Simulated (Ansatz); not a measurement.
CH4GaO (`C[O][GaH]`) radical. Charge 0, multiplicity 2. All single points use the PBE0-D4/def2-TZVP geometry.

```xyz
7

C     0.292    0.959    0.219
O    -0.060   -0.189   -0.503
Ga   -0.545   -1.798    0.116
H     0.251    0.816    1.306
H    -0.385    1.782   -0.037
H     1.311    1.266   -0.042
H    -0.864   -2.837   -1.060
```

What is the dipole moment at PBE/def2-TZVPP? (Estimate.)

Computed: 1.07 D, with components (0.06, 0.19, 1.05) D in this frame, pointing from negative to positive charge.

And with r2SCAN, B3LYP, ωB97M-V? (An estimate is asked.)

The calculation gave: r2SCAN 1.16 D, B3LYP 1.24 D, ωB97M-V 1.30 D.

Give the Mulliken charges with PBE, r2SCAN, ωB97M-V in def2-TZVPP. (An estimate is asked.)

Ansatz gave: 
```tsv
atom	PBE	r2SCAN	ωB97M-V
C1	-0.11	0.05	-0.15
O2	-0.30	-0.39	-0.39
Ga3	0.18	0.26	0.25
H4	0.07	0.04	0.09
H5	0.09	0.05	0.11
H6	0.09	0.05	0.11
H7	-0.04	-0.06	-0.03
```

B3LYP here is the variant with VWN-RPA as its local correlation; programs differ in this.
